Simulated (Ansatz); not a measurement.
Cartesian coordinates in Å:
```
Cl -1.8617 0.3829 0.3795
Ga -0.1213 -0.6000 -0.4409
Br 1.9831 0.2171 0.0615
```

Total charge 0; spin multiplicity 2.

(1) List the PBE0/def2-TZVPP orbital energies in eV (Ansatz 0.2.0). (An estimate is asked.)

Answers

(1) Computed: α occupied: -13150.32, -10148.71, -2767.51, -1705.21, -1535.77, -1535.70, -1535.70, -1254.48, -1110.64, -1110.60, -1110.57, -259.34, -239.04, -197.65, -197.49, -197.48, -179.41, -179.22, -179.20, -152.81, -105.72, -105.60, -105.53, -72.90, -72.85, -72.83, -72.69, -72.69, -24.97, -24.83, -24.75, -24.71, -24.68, -22.67, -21.57, -12.95, -10.66, -9.68, -9.67, -8.92, -8.81, -6.97. α empty: -2.08, -0.07, 0.76, 3.18, 4.26, 4.27, 4.48, 4.62. β occupied: -13150.30, -10148.68, -2767.48, -1705.20, -1535.73, -1535.70, -1535.69, -1254.46, -1110.63, -1110.57, -1110.55, -259.30, -239.01, -197.54, -197.47, -197.44, -179.34, -179.21, -179.18, -152.73, -105.66, -105.52, -105.51, -72.85, -72.81, -72.79, -72.68, -72.68, -24.88, -24.75, -24.66, -24.64, -24.57, -22.45, -21.32, -12.41, -10.15, -9.60, -9.48, -8.85, -8.71. β empty: -4.05, -1.46, 0.37, 1.32, 3.32, 4.59, 4.65, 4.82. ⟨S²⟩ = 0.754.
